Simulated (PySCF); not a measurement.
**A small calculation by hand: entropy of an ideal gas**

BH3N, SMILES [BH]N, multiplicity 2.

Geometry: r2SCAN-D4/def2-TZVP. The isomer is the one that the SMILES or the coordinates give; other isomers of the formula were not compared.

PySCF with r2SCAN-D4/def2-TZVP gives the harmonic wavenumbers 606, 748, 846, 1067, 1331, 1619, 2618, 3501, 3621 cm⁻¹ and the rotational temperatures 10.9702, 1.4657, 1.2929 K. The molar mass is 27.84 g/mol, the symmetry number 1, the spin multiplicity 2.

**Question.** Work out the entropy at 298.15 K and 1 atm in the rigid-rotor, harmonic-oscillator model.

**Answer.** 
Translation (Sackur–Tetrode at 1 atm): S = R[1.5 ln M + 2.5 ln T − 1.16487] = 150.2 J/(mol K).
Rotation: q = (√π/σ) T^1.5/√(θA θB θC) = 2000, S = R[ln q + 3/2] = 75.7 J/(mol K).
Vibration: with u = 1.4388 ν/T, each mode gives R[u/(e^u − 1) − ln(1 − e^−u)]:
| ν (cm⁻¹) | modes | u | S (J/(mol K)) |
|---|---|---|---|
| 606 | 1 | 2.92 | 1.84 |
| 748 | 1 | 3.61 | 1.06 |
| 846 | 1 | 4.08 | 0.72 |
| 1067 | 1 | 5.15 | 0.30 |
| 1331 | 1 | 6.42 | 0.10 |
| 1619 | 1 | 7.81 | 0.03 |
The stiffer modes add less than 0.005 each. Sum 4.1 J/(mol K).
Spin: R ln 2 = 5.8 J/(mol K).
Total 235.7 J/(mol K); the program's own thermochemistry gives 235.7. Translation makes up 64 % and vibration 2 %. Anharmonicity, hindered rotation and orbital degeneracy are left out.
